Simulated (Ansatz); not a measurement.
Job for Ansatz (a quantum-chemistry and plane-wave program): R-PBE/def2-TZVPP on BrHSSn (SMILES [SH][Sn][Br]), a point of a torsion scan. Elements past Kr take the def2 small-core potentials; no spin–orbit coupling.

Ansatz 0.2 input:
```yaml
crystal:
  periodic: [false, false, false]
  atoms:
    - {symbol: S, position_ang: [-1.47374306, 0.40458884, 0.43457612]}
    - {symbol: Sn, position_ang: [0.83249437, 1.05314998, -0.18995674]}
    - {symbol: Br, position_ang: [0.48711970, 1.57847747, -2.65163352]}
    - {symbol: H, position_ang: [-1.58988321, -0.60912539, -0.41387891]}
basis:
  gaussian:
    orbitals: def2-TZVPP
hamiltonian:
  xc: {name: PBE}
scf: {lower_state_search: off}
```

The head of its log:

```
WARN ansatz: RAYON_NUM_THREADS=1 ignored (pool sized by the plan → 1); use --threads N
Functional definition: PBE
these checks for a lower state are left out or cut short: stability, starts, cluster_reference, orbital_swaps, neighbouring_geometries, increment
integrals: 0.08 GiB planned
1107 factors; their error is unknown
mean field: 0.51 GiB planned
mean field evaluation 1: about -86715.0513 eV, gradient 2.7e1 eV
mean field evaluation 2: about -86685.6985 eV, gradient 8.4e1 eV
```

Give the final energy of this run.

-3186.7991 hartree.
